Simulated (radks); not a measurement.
Results of a calculation; reference values are marked as such.
Isoelectronic series with 11 electrons, all held in the configuration [Ne] 3s1, which need not be the ground one along the series. Code: a radial shooting solver on a logarithmic mesh with Libxc functionals. Model: Dirac Kohn-Sham, LDA (Slater exchange, Perdew-Wang correlation), spin-unpolarised, spherical densities, point nucleus. Total energies (hartree) and mean radii <r> (bohr):

ion	E (hartree)	3s1/2	2p3/2	2p1/2
Mg+	-199.15989	2.777	0.6894	0.6871
Al2+	-240.83976	2.196	0.6023	0.6001
Si3+	-286.68796	1.841	0.5355	0.5333
P4+	-336.70508	1.595	0.4823	0.4801
S5+	-390.89513	1.411	0.4390	0.4367
Cl6+	-449.26410	1.268	0.4029	0.4006
Ar7+	-511.81939	1.152	0.3724	0.3700
K8+	-578.56948	1.057	0.3462	0.3438
Ca9+	-649.52378	0.9761	0.3235	0.3210
Sc10+	-724.69257	0.9073	0.3036	0.3011
Ti11+	-804.08694	0.8477	0.2860	0.2834
V12+	-887.71870	0.7956	0.2704	0.2677
Cr13+	-975.60048	0.7496	0.2563	0.2536
